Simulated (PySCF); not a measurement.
## Core-level binding energies of `O=C[C@@]12CC[C@@H]1C[C@H]2F`

Species: C₇H₉FO.
Z-matrix (Å and degrees, PBE0-D3(BJ)/def2-SVP geometry), rows numbered from 1:
```
O 
C   1  1.2048
C   2  1.4925  1  123.78
C   3  1.5342  2  118.04  1    -7.38
C   4  1.5444  3   90.82  2   125.19
C   5  1.5391  4   90.63  3    -0.78
C   6  1.5369  3   89.50  2   120.81
C   7  1.5331  6   90.68  3     1.75
F   8  1.3731  3  113.57  2    -6.88
H   2  1.1171  1  120.99  3   177.40
H   4  1.0988  3  110.37  2     9.35
H   4  1.1007  3  115.24  2  -114.42
H   5  1.1010  4  116.07  3   116.76
H   5  1.0989  4  113.66  3  -117.03
H   6  1.0988  3  121.82  2    -1.25
H   7  1.1003  6  116.77  3   122.99
H   7  1.0995  6  112.81  3  -109.62
H   8  1.1030  3  114.00  2   117.21
```

Method used: delta-SCF UKS SCAN, pcX-2 on the ionised atom, pcseg-1 elsewhere, spin-free X2C in PySCF. Binding energies are ΔSCF values: E(core-ionised, relaxed orbitals) − E(ground state) at a fixed geometry, referred to the vacuum level.

Task: Give the core binding energies atom by atom.

Result: 
| atom(s) | bonded to | level | binding energy (eV) | above the level's lowest (eV) | count |
| --- | --- | --- | --- | --- | --- |
| O1 | C (double bond) | O 1s | 537.66 | 0.00 | 1 |
| C2 | O (double bond), C and H | C 1s | 293.14 | +2.40 | 1 |
| C3 | 4 C | C 1s | 290.79 | +0.05 | 1 |
| C4 | 2 C and 2 H | C 1s | 290.74 | 0.00 | 1 |
| C5 | 2 C and 2 H | C 1s | 290.82 | +0.08 | 1 |
| C6 | 3 C and H | C 1s | 290.86 | +0.12 | 1 |
| C7 | 2 C and 2 H | C 1s | 290.98 | +0.24 | 1 |
| C8 | F, 2 C and H | C 1s | 293.08 | +2.34 | 1 |
| F9 | C | F 1s | 692.49 | 0.00 | 1 |

Lowest listed C 1s: C4, bonded to 2 C and 2 H. Highest, 2.40 eV above it: C2, bonded to O (double bond), C and H. The widest gap between neighbouring values is 2.10 eV, between 290.98 and 293.08 eV. Summing the Pauling electronegativity differences to the bonded atoms, each weighted by its formal bond order, gives -0.70 for the lowest site and +1.43 for the highest; no listed site has a larger sum than the highest. The values 290.79, 290.82 and 290.86 eV lie too close for their order to be trusted.

Task: Which effective nuclear charge Zeff reproduces each element's mean 1s value in the hydrogen-like formula E = 13.606 eV × Zeff²?

Result: C (Z = 6): mean 291.5 eV, Zeff = 4.63, Z − Zeff = 1.37; O (Z = 8): mean 537.7 eV, Zeff = 6.29, Z − Zeff = 1.71; F (Z = 9): mean 692.5 eV, Zeff = 7.13, Z − Zeff = 1.87. Means run over the listed sites, weighted by atom count.

Task: What is the C 1s shift of C5 against C8?

Result: 290.82 − 293.08 = -2.26 eV, or -218 kJ/mol.

Isolated species at its PBE0-D3(BJ)/def2-SVP geometry (one conformer only).
